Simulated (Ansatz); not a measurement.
Reaction (formal exchange of groups at the Si–F bond): `F[Si](Cl)(Cl)Cl` + `[Cl][SnH3]` → `[Cl][SnH2][Si](Cl)(Cl)Cl` + H–F

Program: Ansatz. Geometries: PBE0-D4/def2-TZVP. ΔE: electronic, gas phase. CBS: MP2 limit from def2 TZ/QZ plus the TZ coupled-cluster correction, frozen cores. This one scheme is used for every species. DFT in def2-TZVPP. B3LYP here is the variant with VWN-RPA as its local correlation; programs differ in this. Elements past krypton have def2 core potentials. For Sn outer-core shells are correlated without core-valence functions, which leaves a few kJ/mol of doubt a bond. One conformer a species, not always the lowest.

```
             level  ΔE (kcal/mol)  difference from CCSD(T)/CBS
            PBE-D4           22.9                         -3.4
           BLYP-D4           25.4                         -0.9
         r2SCAN-D4           29.1                          2.8
          B3LYP-D4           26.8                          0.5
      CAM-B3LYP-D4           30.4                          4.1
           ωB97M-V           29.4                          3.1
               PBE           25.1                         -1.2
            r2SCAN           29.7                          3.4
             B3LYP           30.3                          4.0
             BHLYP           32.9                          6.6
      MP2/def2-SVP           28.8                          2.5
     CCSD/def2-SVP           29.0                          2.7
    MP2/def2-TZVPP           27.4                          1.1
CCSD(T)/def2-TZVPP           28.7                          2.4
SCS-MP2/def2-QZVPP           28.4                          2.1
      HF/CBS(def2)           37.0                         10.7
       CCSD(T)/CBS           26.3                            0
```

Largest T1 diagnostic among the species: 0.012.

From PBE to PBE0 (25 % exact exchange), in def2-TZVPP and without D4, ΔE moves by +1.6 kcal/mol. The D4 term adds −3.5 kcal/mol with B3LYP and −2.1 kcal/mol with PBE0; it sums over pairs of atoms, weighted by their polarisabilities, and B3LYP, whose exchange is more repulsive, gets the larger term.
